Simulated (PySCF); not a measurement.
HSE06 on Hf⁻ (hafnium, charge -1), [Xe] 4f14 5d3 6s2, high-spin 4F determinant. Computed with PySCF 2.14 in aug-cc-pwCVTZ-PP with ECP60MDF (8s8p7d4f3g, 122 functions), with scalar relativity through the core potential.

```
cycle= 1 E= -48.424219234335  delta_E= -0.0148  |g|= 0.0356  |ddm|=  1.3
cycle= 2 E= -48.4003576620974  delta_E= 0.0239  |g|= 0.143  |ddm|= 0.694
cycle= 3 E= -48.427872923483  delta_E= -0.0275  |g|= 0.0132  |ddm|= 0.489
cycle= 4 E= -48.4279837537667  delta_E= -0.000111  |g|= 0.00948  |ddm|= 0.0571
cycle= 5 E= -48.4281188779246  delta_E= -0.000135  |g|= 0.00196  |ddm|= 0.0454
cycle= 6 E= -48.4281281359179  delta_E= -9.26e-06  |g|= 0.000298  |ddm|= 0.0155
cycle= 7 E= -48.4281282602682  delta_E= -1.24e-07  |g|= 4.6e-05  |ddm|= 0.00136
cycle= 8 E= -48.4281282644596  delta_E= -4.19e-09  |g|= 9.48e-06  |ddm|= 0.000309
cycle= 9 E= -48.4281282646007  delta_E= -1.41e-10  |g|= 8.28e-08  |ddm|= 3.55e-05
converged SCF energy = -48.4281282646007  <S^2> = 3.7648865  2S+1 = 4.0074363
```

Highest occupied orbital energy: 1.602 eV; ⟨L²⟩ = 12.02; populations by l: s 4.00, p 6.00, d 3.00, f 0.00.

Can this result be used?

With care. The calculation finished and met its thresholds. Energies and moments cover only the electrons outside the core potential. Spin-orbit coupling, absent here, splits the open shell strongly. The configuration of this anion was assumed by filling the next shell in order. It is not the known or likely ground configuration (Ca⁻, Sr⁻ and Ba⁻, for instance, bind a p electron), so these values are not the electron affinity of the element. At HSE06 the highest occupied level has a positive energy, so only the finite basis holds that electron.
